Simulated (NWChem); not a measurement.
System meant: WNH$_{3}$O$_{3}$; SMILES [NH2][W](=[O])(=[O])[OH]

NWChem input:

```
start job
memory heap 200 mb stack 900 mb global 1100 mb
geometry units angstroms noautoz
  W     -0.056608    -0.004837     0.000000
  O      0.933043     0.010184    -1.392070
  O      0.933043     0.010184     1.392070
  O     -1.208381     1.492342     0.000000
  H     -1.027274     2.437029     0.000000
  N     -1.089089    -1.646847     0.000000
  H     -1.294427    -2.185965    -0.837248
  H     -1.294427    -2.185965     0.837248
end
basis spherical
  * library def2-svp
end
ecp
  W library def2-ecp
end
dft
  xc b3lyp
  iterations 4
  mulliken
end
task dft energy
```

End of the output:

```
    Atom       Charge   Shell Charges
 -----------   ------   -------------------------------------------------------
    1 W   14    13.70   0.00  0.04  1.09  0.79  0.34  0.14  4.97  1.26  0.42  3.11  1.16  0.39
    2 O    8     8.16   1.98  0.97  0.70  2.64  1.85  0.02
    3 O    8     8.16   1.98  0.97  0.70  2.64  1.85  0.02
    4 O    8     8.16   1.97  0.87  0.60  2.73  1.96  0.01
    5 H    1     0.88   0.54  0.16  0.18
    6 N    7     7.16   1.97  0.72  0.45  2.27  1.73  0.02
    7 H    1     0.90   0.58  0.19  0.13
    8 H    1     0.90   0.58  0.19  0.13

 center of mass
 --------------
 x =   0.03559330 y =   0.01649516 z =   0.00000000

 moments of inertia (a.u.)
 ------------------
         545.028525328061          -0.000000000000           0.000000000000
          -0.000000000000         481.470263291894           0.000000000000
           0.000000000000           0.000000000000         573.654296266535

     Multipole analysis of the density
     ---------------------------------

     L   x y z        total         alpha         beta         nuclear
     -   - - -        -----         -----         ----         -------
     0   0 0 0      0.000000    -24.000000    -24.000000     48.000000

     1   1 0 0     -1.165119      1.556223      1.556223     -4.277564
     1   0 1 0     -0.178323      0.500345      0.500345     -1.179014
     1   0 0 1     -0.000000     -0.000000     -0.000000      0.000000

     2   2 0 0    -37.592587    -85.871775    -85.871775    134.150963
     2   1 1 0      2.391188     -1.547010     -1.547010      5.485207
     2   1 0 1      0.000000      0.000000      0.000000      0.000000
     2   0 2 0    -25.119741   -105.791814   -105.791814    186.463888
     2   0 1 1      0.000000      0.000000      0.000000      0.000000
     2   0 0 2    -37.528222    -76.629120    -76.629120    115.730019

 ------------------------------------------------------------------------
 dft energy failed                                                                                  0
 ------------------------------------------------------------------------
 ------------------------------------------------------------------------
  current input line :
    24: task dft energy
 ------------------------------------------------------------------------
 ------------------------------------------------------------------------
 This type of error is most commonly associated with calculations not reaching convergence criteria
 ------------------------------------------------------------------------
 For more information see the NWChem manual at https://nwchemgit.github.io

0:dft energy failed:Received an Error in Communication
```

Problem. Can this run be used? If not, why, and what is the fix?

Solution. The run did not converge; its last values are not results. Cause: the SCF was allowed too few iterations. This input runs:
```
start job
memory heap 200 mb stack 900 mb global 1100 mb
geometry units angstroms noautoz
  W     -0.056608    -0.004837     0.000000
  O      0.933043     0.010184    -1.392070
  O      0.933043     0.010184     1.392070
  O     -1.208381     1.492342     0.000000
  H     -1.027274     2.437029     0.000000
  N     -1.089089    -1.646847     0.000000
  H     -1.294427    -2.185965    -0.837248
  H     -1.294427    -2.185965     0.837248
end
basis spherical
  * library def2-svp
end
ecp
  W library def2-ecp
end
dft
  xc b3lyp
  iterations 150
  mulliken
end
task dft energy
```
It converges to -349.30339 Ha (B3LYP/def2-SVP with def2 effective core potentials on W).
